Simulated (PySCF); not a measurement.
A structure optimised at B3LYP-D3(BJ)/def2-SVP, used in a PySCF frequency run:

```xyz
5

Ge     0.3540    -0.6556     0.0000
F     -0.7363    -2.0066     0.0000
Br    -0.0926     0.5749    -1.8881
Br    -0.0926     0.5749     1.8881
H      1.7845    -1.2006     0.0000
```

### Question
Write its SMILES, formula and point group.

### Answer
[F][GeH]([Br])[Br], Br₂FGeH, Cs

### Question
What are its rotational constants (standard atomic weights)?

### Answer
2.7192, 0.85125, 0.69079 GHz
